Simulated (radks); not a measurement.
The numbers below are computed, except where a source is named.
Problem. Species: Ti I. Configuration: [Ar] 3d2 4s2. Level of theory: Dirac Kohn-Sham, PBEsol, spin-unpolarised, spherical densities, finite nucleus; open shells fill j = l - 1/2 first; Fermi nuclear charge, rms radius 3.5921 fm (a radial shooting solver on a logarithmic mesh with Libxc functionals). Some entries of the table are withheld. Estimate them.

| orbital | occ. | eigenvalue (eV) | <r> (bohr) |
|---|---|---|---|
| 1s1/2 | 2 | -4862.032 | 0.06964 |
| 2s1/2 | 2 | -536.0732 | 0.3251 |
| 2p1/2 | 2 | (1) | (2) |
| 2p3/2 | 4 | (3) | (4) |
| 3s1/2 | 2 | -62.4197 | 1.008 |
| 3p1/2 | 2 | -39.1893 | 1.081 |
| 3p3/2 | 4 | -38.5301 | 1.090 |
| 4s1/2 | 2 | -4.4744 | (5) |
| 3d3/2 | 2 | (6) | 1.615 |
| 3d5/2 | 0 | (7) | 1.621 |

Solution. 
(1) 2p1/2 eigenvalue (eV): -447.6138
(2) 2p1/2 <r> (bohr): 0.2883
(3) 2p3/2 eigenvalue (eV): -441.8517
(4) 2p3/2 <r> (bohr): 0.2910
(5) 4s1/2 <r> (bohr): 3.502
(6) 3d3/2 eigenvalue (eV): -4.2903
(7) 3d5/2 eigenvalue (eV): -4.2441
